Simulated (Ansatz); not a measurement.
Ansatz (a first-principles code) input (HF/STO-3G):

Ansatz 0.2 input:
```yaml
crystal:
  periodic: [false, false, false]
  atoms:
    - {symbol: C, position_ang: [1.24889928, 0.11989250, 0.43704499]}
    - {symbol: C, position_ang: [0.09848013, 0.00945395, 0.03446254]}
    - {symbol: C, position_ang: [-1.16217014, -0.11156663, -0.40669463]}
    - {symbol: H, position_ang: [2.25840526, 0.21680359, 0.79031569]}
    - {symbol: H, position_ang: [-1.65635077, 0.71686991, -0.91200534]}
    - {symbol: H, position_ang: [-1.71331014, -1.04035242, -0.26718776]}
basis:
  gaussian:
    orbitals: STO-3G
hamiltonian:
  xc: {name: HF}
total_charge: 1
relax: {f_tol: 0.003, max_steps: 120}
```

Output:

```
WARN ansatz: RAYON_NUM_THREADS=1 ignored (pool sized by the plan → 1); use --threads N
Functional definition: HF
integrals: 0.00 GiB planned
261 factors; integrals over basis functions are off by at most 1.6e-5 eV
mean field: 0.04 GiB planned
mean field evaluation 1: about -3089.1644 eV, gradient 1.7e1 eV
mean field evaluation 2: about -3089.1532 eV, gradient 1.7e1 eV
mean field evaluation 4: about -3090.1570 eV, gradient 2.2e0 eV
mean field evaluation 8: about -3090.1930 eV, gradient 3.1e-4 eV
mean field -3090.19231494 eV, -113.5624729665 hartree, gradient 2.6e-5 eV, S^2 0.000000; 0 other end points of the search recorded, 0 dependent functions left out
the calculation of the forces begins
reference -3090.19231494 eV, -113.5624729665 hartree; 10, 10 occupied and 8, 8 virtual orbitals, 261 factors
relax step   1: F+E_penalty+E_count = -3090.19231494 eV  Δ(F+E_penalty+E_count) = +0.000e0 eV  max|allowed force component| = 1.753e0 eV/Å  Δτ_max = 0.0000 Å  (34 SCF iters, accepted)
these checks for a lower state are left out or cut short: starts, cluster_reference, orbital_swaps, neighbouring_geometries, increment
integrals: 0.00 GiB planned
261 factors; integrals over basis functions are off by at most 1.6e-5 eV
mean field: 0.04 GiB planned
mean field evaluation 16: about -3090.2304 eV, gradient 3.8e-5 eV
mean field -3090.23040507 eV, -113.5638727529 hartree, gradient 1.5e-5 eV, S^2 0.000000; 0 other end points of the search recorded, 0 dependent functions left out
the calculation of the forces begins
reference -3090.23040507 eV, -113.5638727529 hartree; 10, 10 occupied and 8, 8 virtual orbitals, 261 factors
relax step   2: F+E_penalty+E_count = -3090.23040507 eV  Δ(F+E_penalty+E_count) = -3.809e-2 eV  max|allowed force component| = 3.647e-1 eV/Å  Δτ_max = 0.0213 Å  (30 SCF iters, accepted)
these checks for a lower state are left out or cut short: starts, cluster_reference, orbital_swaps, neighbouring_geometries, increment
integrals: 0.00 GiB planned
261 factors; integrals over basis functions are off by at most 1.6e-5 eV
mean field: 0.04 GiB planned
mean field -3090.23131534 eV, -113.5639062048 hartree, gradient 7.3e-5 eV, S^2 0.000000; 0 other end points of the search recorded, 0 dependent functions left out
the calculation of the forces begins
reference -3090.23131534 eV, -113.5639062048 hartree; 10, 10 occupied and 8, 8 virtual orbitals, 261 factors
relax step   3: F+E_penalty+E_count = -3090.23131534 eV  Δ(F+E_penalty+E_count) = -9.103e-4 eV  max|allowed force component| = 1.831e-2 eV/Å  Δτ_max = 0.0039 Å  (28 SCF iters, accepted)
these checks for a lower state are left out or cut short: starts, cluster_reference, orbital_swaps, neighbouring_geometries, increment
integrals: 0.00 GiB planned
261 factors; integrals over basis functions are off by at most 1.6e-5 eV
mean field: 0.04 GiB planned
mean field evaluation 32: about -3090.2313 eV, gradient 7.2e-5 eV
mean field -3090.23131860 eV, -113.5639063245 hartree, gradient 7.2e-5 eV, S^2 0.000000; 0 other end points of the search recorded, 0 dependent functions left out
the calculation of the forces begins
reference -3090.23131860 eV, -113.5639063245 hartree; 10, 10 occupied and 8, 8 virtual orbitals, 261 factors
relax step   4: F+E_penalty+E_count = -3090.23131860 eV  Δ(F+E_penalty+E_count) = -3.256e-6 eV  max|allowed force component| = 1.211e-2 eV/Å  Δτ_max = 0.0004 Å  (28 SCF iters, accepted)
these checks for a lower state are left out or cut short: starts, cluster_reference, orbital_swaps, neighbouring_geometries, increment
integrals: 0.00 GiB planned
261 factors; integrals over basis functions are off by at most 1.6e-5 eV
mean field: 0.04 GiB planned
mean field -3090.23131935 eV, -113.5639063520 hartree, gradient 7.2e-5 eV, S^2 0.000000; 0 other end points of the search recorded, 0 dependent functions left out
the calculation of the forces begins
reference -3090.23131935 eV, -113.5639063520 hartree; 10, 10 occupied and 8, 8 virtual orbitals, 261 factors
relax step   5: F+E_penalty+E_count = -3090.23131935 eV  Δ(F+E_penalty+E_count) = -7.476e-7 eV  max|allowed force component| = 1.574e-4 eV/Å  Δτ_max = 0.0001 Å  (27 SCF iters, accepted)
integrals: 0.00 GiB planned
261 factors; integrals over basis functions are off by at most 1.6e-5 eV
mean field: 0.04 GiB planned
mean field -3090.23131935 eV, -113.5639063520 hartree, gradient 7.2e-5 eV, S^2 0.000000; 1 other end points of the search recorded, 0 dependent functions left out
the calculation of the forces begins
reference -3090.23131935 eV, -113.5639063520 hartree; 10, 10 occupied and 8, 8 virtual orbitals, 261 factors
Total energy: -3090.23131935 eV, -113.5639063520 hartree
Atom 0 at     1.254289     0.120410     0.438931 Å, force    -0.000157    -0.000015    -0.000055 eV/Å
Atom 1 at     0.113037     0.010851     0.039556 Å, force     0.000020     0.000002     0.000007 eV/Å
Atom 2 at    -1.165743    -0.111910    -0.407945 Å, force     0.000070     0.000007     0.000025 eV/Å
Atom 3 at     2.279931     0.218870     0.797849 Å, force     0.000099     0.000009     0.000035 eV/Å
Atom 4 at    -1.674899     0.727429    -0.923179 Å, force    -0.000019    -0.000109     0.000034 eV/Å
Atom 5 at    -1.732661    -1.054550    -0.269277 Å, force    -0.000012     0.000106    -0.000045 eV/Å
Dipole moment:    -0.165378    -0.015876    -0.057873 e Å
```

The dipole moment of an ion depends on the origin.
